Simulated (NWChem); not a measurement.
Everything below was run with NWChem. System: thiourea (CH4N2S), charge 0, spin multiplicity 1, at a geometry optimised with B3LYP/def2-SVP. Level: RHF/cc-pVDZ.

Input file:

```
start mol
memory heap 200 mb stack 900 mb global 1100 mb
geometry units angstroms nocenter noautoz
  N     -1.096500    -0.351671    -1.048779
  C      0.000000     0.000000    -0.315330
  N      1.096500     0.351671    -1.048779
  S      0.000000     0.000000     1.353406
  H     -1.189582    -0.054464    -2.014625
  H     -1.952418    -0.485541    -0.525180
  H      1.189582     0.054464    -2.014625
  H      1.952418     0.485541    -0.525180
  symmetry group C2
end
basis spherical
  * library cc-pvdz
end
scf
  rhf
  nopen 0
  maxiter 100
  thresh 1e-7
  semidirect memsize 60000000 filesize 0
end
task scf energy
```

Part of the output:

```
             Northwest Computational Chemistry Package (NWChem) 7.3.0
             --------------------------------------------------------

                                NWChem Input Module
                                -------------------

 Scaling coordinates for geometry "geometry" by  1.889725989
 (inverse scale =  0.529177249)

 Turning off AUTOSYM since
 SYMMETRY directive was detected!

                             Geometry "geometry" -> ""
                             -------------------------

 Output coordinates in angstroms (scale by  1.889725989 to convert to a.u.)

  No.       Tag          Charge          X              Y              Z
 ---- ---------------- ---------- -------------- -------------- --------------
    1 N                    7.0000    -1.09650000    -0.35167100    -1.04877900
    2 C                    6.0000     0.00000000     0.00000000    -0.31533000
    3 N                    7.0000     1.09650000     0.35167100    -1.04877900
    4 S                   16.0000     0.00000000     0.00000000     1.35340600
    5 H                    1.0000    -1.18958200    -0.05446400    -2.01462500
    6 H                    1.0000    -1.95241800    -0.48554100    -0.52518000
    7 H                    1.0000     1.18958200     0.05446400    -2.01462500
    8 H                    1.0000     1.95241800     0.48554100    -0.52518000

 Effective nuclear repulsion energy (a.u.)     156.9923342873

            Nuclear Dipole moment (a.u.)
            ----------------------------
        X                 Y               Z
 ---------------- ---------------- ----------------
     0.0000000000    -0.0000000000     0.0000000000

      Symmetry information
      --------------------

 Group name             C2
 Group number              4
 Group order               2
 No. of unique centers     5

      Symmetry unique atoms

     1    2    4    5    6


 Summary of "ao basis" -> "" (spherical)
 ------------------------------------------------------------------------------
       Tag                 Description            Shells   Functions and Types
 ---------------- ------------------------------  ------  ---------------------
 *                          cc-pvdz                   on all atoms

 Summary of "ao basis" -> "ao basis" (spherical)
 ------------------------------------------------------------------------------
       Tag                 Description            Shells   Functions and Types
 ---------------- ------------------------------  ------  ---------------------
 N                          cc-pvdz                  6       14   3s2p1d
 C                          cc-pvdz                  6       14   3s2p1d
 S                          cc-pvdz                  8       18   4s3p1d
 H                          cc-pvdz                  3        5   2s1p

                                 NWChem SCF Module
                                 -----------------

  ao basis        = "ao basis"
  functions       =    80
  atoms           =     8
  closed shells   =    20
  open shells     =     0
  charge          =   0.00
  wavefunction    = RHF
  use symmetry    = T
  symmetry adapt  = T

 Summary of "ao basis" -> "ao basis" (spherical)
 ------------------------------------------------------------------------------
       Tag                 Description            Shells   Functions and Types
 ---------------- ------------------------------  ------  ---------------------
 N                          cc-pvdz                  6       14   3s2p1d
 C                          cc-pvdz                  6       14   3s2p1d
 S                          cc-pvdz                  8       18   4s3p1d
 H                          cc-pvdz                  3        5   2s1p

      Symmetry analysis of basis
      --------------------------

        a          42
        b          38

 Forming initial guess at       0.0s

      Superposition of Atomic Density Guess
      -------------------------------------

 Sum of atomic energies:        -545.74088024

      Non-variational initial energy
      ------------------------------

 Total energy =    -547.807662
 1-e energy   =   -1061.158825
 2-e energy   =     356.358829
 HOMO         =      -0.292128
 LUMO         =       0.045152

      Symmetry analysis of molecular orbitals - initial
      -------------------------------------------------

  Numbering of irreducible representations:

     1 a           2 b

  Orbital symmetries:

     1 a           2 a           3 b           4 a           5 a
     6 a           7 b           8 b           9 a          10 b
    11 a          12 a          13 a          14 b          15 b
    16 b          17 a          18 a          19 b          20 b
    21 b          22 a          23 a          24 b          25 a
    26 b          27 b          28 a          29 a          30 a

 Starting SCF solution at       0.9s

 ----------------------------------------------
         Quadratically convergent ROHF

 Convergence threshold     :          1.000E-07
 Maximum no. of iterations :          100
 Final Fock-matrix accuracy:          1.000E-09
 ----------------------------------------------

              iter       energy          gnorm     gmax       time
             ----- ------------------- --------- --------- --------
                 1     -546.5692793537  1.01D+00  2.82D-01      0.9
                 2     -546.6421315796  3.36D-01  9.34D-02      0.9
                 3     -546.6532922211  2.54D-02  8.21D-03      1.0
                 4     -546.6533998770  1.95D-04  7.36D-05      1.1
                 5     -546.6533998851  2.57D-08  9.85D-09      1.2

       Final RHF  results
       ------------------

         Total SCF energy =   -546.653399885083
      One-electron energy =  -1064.156699421677
      Two-electron energy =    360.510965249262
 Nuclear repulsion energy =    156.992334287332

        Time for solution =      0.4s

       Symmetry analysis of molecular orbitals - final
       -----------------------------------------------

  Numbering of irreducible representations:

     1 a           2 b

  Orbital symmetries:

     1 a           2 b           3 a           4 a           5 a
     6 a           7 b           8 b           9 a          10 b
    11 a          12 a          13 b          14 a          15 b
    16 b          17 a          18 a          19 b          20 b
    21 b          22 a          23 b          24 a          25 b
    26 a          27 b          28 a          29 a          30 a

             Final eigenvalues
             -----------------

              1
    1  -91.8779
    2  -15.6055
    3  -15.6054
    4  -11.3804
    5   -8.8823
    6   -6.5649
    7   -6.5615
    8   -6.5607
    9   -1.3004
   10   -1.1886
   11   -0.9712
   12   -0.8174
   13   -0.7372
   14   -0.7196
   15   -0.6482
   16   -0.5731
   17   -0.5033
   18   -0.4361
   19   -0.3194
   20   -0.3143
   21    0.1524
   22    0.1536
   23    0.2069
   24    0.2094
   25    0.2530
   26    0.3099
   27    0.4521
   28    0.4712
   29    0.6234
   30    0.6725

                       ROHF Final Molecular Orbital Analysis
                       -------------------------------------

 Vector   18  Occ=2.000000D+00  E=-4.360580D-01  Symmetry=a
              MO Center=  6.2D-15,  6.7D-15, -9.9D-01, r^2= 2.3D+00
   Bfn.  Coefficient  Atom+Function         Bfn.  Coefficient  Atom+Function
  ----- ------------  ---------------      ----- ------------  ---------------
     5      0.401628  1 N  py                33     -0.401628  3 N  py
     8      0.349626  1 N  py                36     -0.349626  3 N  py

 Vector   19  Occ=2.000000D+00  E=-3.194454D-01  Symmetry=b
              MO Center= -9.4D-15,  1.2D-15,  9.5D-01, r^2= 2.2D+00
   Bfn.  Coefficient  Atom+Function         Bfn.  Coefficient  Atom+Function
  ----- ------------  ---------------      ----- ------------  ---------------
    54      0.485497  4 S  py                51      0.457797  4 S  py

 Vector   20  Occ=2.000000D+00  E=-3.143303D-01  Symmetry=b
              MO Center=  9.3D-17,  3.9D-16,  1.1D+00, r^2= 1.9D+00
   Bfn.  Coefficient  Atom+Function         Bfn.  Coefficient  Atom+Function
  ----- ------------  ---------------      ----- ------------  ---------------
    53      0.535217  4 S  px                50      0.495715  4 S  px

 Vector   21  Occ=0.000000D+00  E= 1.523981D-01  Symmetry=b
              MO Center=  2.5D-15,  6.5D-16, -2.4D-01, r^2= 3.3D+00
   Bfn.  Coefficient  Atom+Function         Bfn.  Coefficient  Atom+Function
  ----- ------------  ---------------      ----- ------------  ---------------
    22      0.644795  2 C  py                19      0.485604  2 C  py
    54     -0.453103  4 S  py                62     -0.384774  5 H  s
    72      0.384774  7 H  s                 21     -0.359964  2 C  px
     8     -0.306869  1 N  py                36     -0.306869  3 N  py
     3      0.253253  1 N  s                 31     -0.253253  3 N  s

 Vector   22  Occ=0.000000D+00  E= 1.536136D-01  Symmetry=a
              MO Center=  1.5D-15,  4.6D-16, -2.0D+00, r^2= 5.0D+00
   Bfn.  Coefficient  Atom+Function         Bfn.  Coefficient  Atom+Function
  ----- ------------  ---------------      ----- ------------  ---------------
    62      0.920575  5 H  s                 72      0.920575  7 H  s
     3     -0.701000  1 N  s                 31     -0.701000  3 N  s
    67      0.434942  6 H  s                 77      0.434942  8 H  s
    17     -0.388753  2 C  s                  9      0.302759  1 N  pz
    37      0.302759  3 N  pz                 7      0.277227  1 N  px

 Vector   23  Occ=0.000000D+00  E= 2.069204D-01  Symmetry=b
              MO Center=  1.2D-15,  1.1D-16, -1.4D+00, r^2= 6.8D+00
   Bfn.  Coefficient  Atom+Function         Bfn.  Coefficient  Atom+Function
  ----- ------------  ---------------      ----- ------------  ---------------
    62      0.931933  5 H  s                 72     -0.931933  7 H  s
     3     -0.705824  1 N  s                 31      0.705824  3 N  s
    67      0.703466  6 H  s                 77     -0.703466  8 H  s
     7      0.384776  1 N  px                35      0.384776  3 N  px
    22      0.375539  2 C  py                21      0.265531  2 C  px

 center of mass
 --------------
 x =   0.00000000 y =   0.00000000 z =   0.12419968

 moments of inertia (a.u.)
 ------------------
         367.516102417050         -45.855169989422          -0.000000000000
         -45.855169989422         511.298769481188          -0.000000000000
          -0.000000000000          -0.000000000000         171.956634828057

  Mulliken analysis of the total density
  --------------------------------------

    Atom       Charge   Shell Charges
 -----------   ------   -------------------------------------------------------
    1 N    7     7.21   2.00  0.72  0.61  2.43  1.42  0.02
    2 C    6     5.77   2.00  0.72  0.40  1.85  0.60  0.19
    3 N    7     7.21   2.00  0.72  0.61  2.43  1.42  0.02
    4 S   16    16.37   2.00  2.01  0.86  1.02  6.00  2.30  2.12  0.07
    5 H    1     0.87   0.71  0.10  0.06
    6 H    1     0.85   0.70  0.09  0.06
    7 H    1     0.87   0.71  0.10  0.06
    8 H    1     0.85   0.70  0.09  0.06

       Multipole analysis of the density wrt the origin
       ------------------------------------------------

     L   x y z        total         open         nuclear
     -   - - -        -----         ----         -------
     0   0 0 0     -0.000000      0.000000     40.000000

     1   1 0 0      0.000000      0.000000      0.000000
     1   0 1 0     -0.000000      0.000000     -0.000000
     1   0 0 1     -2.164193      0.000000      0.000000

     2   2 0 0    -18.493876      0.000000     97.441683
     2   1 1 0      0.543290      0.000000     26.511718
     2   1 0 1     -0.000000      0.000000     -0.000000
     2   0 2 0    -25.772534      0.000000      7.887937
     2   0 1 1     -0.000000      0.000000      0.000000
     2   0 0 2    -21.493141      0.000000    192.737848

 Task  times  cpu:        1.2s     wall:        1.2s

 Total times  cpu:        1.2s     wall:        1.2s
```
